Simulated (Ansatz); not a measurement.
`[SH][SnH2][SeH]` + `[F][GaH][F]` → `[F][Ga]([F])[SeH]` + `[SH][SnH3]` at 400 K and 1 bar (formal exchange of groups at the Se–Sn bond).

Computed with Ansatz on PBE0-D4/def2-TZVP structures; ΔE is electronic, products minus reactants. CCSD(T)/CBS is the MP2 limit (def2-TZVPP, def2-QZVPP) plus CCSD(T) − MP2 in def2-TZVPP, frozen cores. Elements past krypton have def2 core potentials. For Ga, Se, Sn outer-core shells are correlated without core-valence functions, which leaves a few kJ/mol of doubt a bond. Scalar relativity is left out up to krypton. One conformer a species, not always the lowest.

```
            species  CCSD(T)/CBS energy (Eh)  H − E (kJ/mol)  S (J/(mol·K))
  `[SH][SnH2][SeH]`              -3014.95398           112.1          402.2
      `[F][GaH][F]`              -2124.20216            47.7          295.6
`[F][Ga]([F])[SeH]`              -4524.95394            59.9          367.1
       `[SH][SnH3]`               -614.20548            99.8          324.6
```

H − E and S are ideal-gas, rigid-rotor, harmonic terms from PBE0-D4/def2-TZVP, for one conformer and one mirror image of each species. 1 Eh = 2625.50 kJ/mol, R = 8.31446 J/(mol·K).

Question: By hand: ΔE, ΔH, ΔS and ΔG.

Answer: ΔE = (-4524.95394) + (-614.20548) − (-3014.95398) − (-2124.20216) = -0.00328 Eh = -8.6 kJ/mol. Δ(H − E) = 59.9 + 99.8 − 112.1 − 47.7 = -0.1, so ΔH = -8.7 kJ/mol. ΔS = 367.1 + 324.6 − 402.2 − 295.6 = -6.1 J/(mol·K). ΔG = -8.7 − 400 × (-6.1)/1000 = -6.3 kJ/mol.

Question: By hand: the equilibrium constant, and the temperature at which ΔG would vanish if ΔH and ΔS stayed fixed.

Answer: log₁₀ K = −ΔG/(RT ln 10) = 0.8. ΔG = 0 at ΔH/ΔS = 1426 K, though so small a ΔH makes that figure unsure.

The number of gas molecules stays the same, so ΔS is small and ΔH decides. A doubt of 5 kJ/mol in ΔE shifts log₁₀ K by 0.7 here. Other conformers and mirror images would add mixing entropy, several J/(mol·K) or more a flexible species. Modes under 60 cm⁻¹, often nearly free rotors, make the harmonic entropy too high. These are equilibria of isolated gas molecules and say nothing of rates. Largest T1 diagnostic: 0.015 (customary marks: 0.02 for closed shells, 0.045 for open ones).
